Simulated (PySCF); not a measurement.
C5H14Al2O2.
Geometry (PBE0-D3(BJ)/def2-SVP, Å), atoms numbered from 1 in this order:
```
atom  x, y, z in Å
C1     2.896   -0.769   -0.473
C2     1.784   -0.154   -0.037
C3     1.863    1.039    0.876
Al4    0.050   -0.843   -0.629
O5    -1.171   -0.893    0.781
C6    -1.141   -1.669    1.957
Al7   -2.316    0.479    0.261
O8    -1.091    0.544   -1.139
C9    -1.009    1.406   -2.250
H10    2.857   -1.641   -1.138
H11    3.905   -0.434   -0.188
H12    2.901    1.336    1.102
H13    1.346    1.912    0.440
H14    1.350    0.843    1.834
H15   -0.031   -2.108   -1.589
H16   -1.836   -2.520    1.880
H17   -0.125   -2.057    2.127
H18   -1.423   -1.056    2.828
H19   -2.184    1.739    1.228
H20   -3.736   -0.058   -0.215
H21    0.002    1.366   -2.685
H22   -1.737    1.116   -3.025
H23   -1.208    2.446   -1.945
```

Method used: PBE0-D3(BJ)/def2-SVP geometry optimisation, gas phase in PySCF.

(1) Which atoms are bound to Al4, and at what distances?

(2) List the angles at Al4.

(3) Describe the arrangement about Al4 in numbers.

(4) Which atoms are bound to Al7, and at what distances?

(5) List the angles at Al7.

(6) Describe the arrangement about Al7 in numbers.

(7) What are the other bond lengths?

(8) Give some angles away from the centre.

(9) What are the rotational constants (commonest isotopes, rigid rotor)?

Results:

(1) 4 atoms: H15 1.591 Å, O5 1.866 Å, O8 1.867 Å, C2 1.958 Å. The nearest atom not counted as bound is C1, at 2.85 Å (others tie with it).

(2) 
```
     angle  degrees  distance of the outer atoms (Å)
C2–Al4–H15    120.5                             3.09
O5–Al4–H15    113.7                             2.90
O8–Al4–H15    113.3                             2.89
 C2–Al4–O8    111.3                             3.16
 C2–Al4–O5    111.1                             3.15
 O5–Al4–O8     80.0                             2.40
```

(3) Angles from 80.0° to 120.5°; τ4 = (360° − α − β)/141° = 0.89 with α and β the two widest (0 for a square, 1 for a tetrahedron).

(4) 4 atoms: H20 1.591 Å, H19 1.593 Å, O5 1.861 Å, O8 1.861 Å. The nearest atom not counted as bound is Al4, at 2.85 Å.

(5) 
```tsv
angle	degrees	distance of the outer atoms (Å)
H19–Al7–H20	121.4	2.78
O5–Al7–H20	112.6	2.88
O8–Al7–H19	112.0	2.87
O8–Al7–H20	112.0	2.87
O5–Al7–H19	111.3	2.86
O5–Al7–O8	80.3	2.40
```

(6) Angles from 80.3° to 121.4°; τ4 = (360° − α − β)/141° = 0.89 with α and β the two widest (0 for a square, 1 for a tetrahedron).

(7) C1=C2 1.344 Å; C2–C3 1.505 Å; O5–C6, O8–C9 1.409 Å. (A selection.)

(8) C1–C2–C3 121.1°, C1–C2–Al4 118.3°, C3–C2–Al4 120.6°, Al4–O5–C6 129.2°, Al4–O5–Al7 99.9°, C6–O5–Al7 130.7°.

(9) A = 1403, B = 927.3, C = 707.6 MHz: an asymmetric top.

Point group: near Cs, missed by 0.13 Å at most; the miss may be what the optimiser left on a soft mode. Charge 0, singlet. Not checked by PBE0-D3(BJ)/def2-SVP frequencies.

One conformer stands for the species.
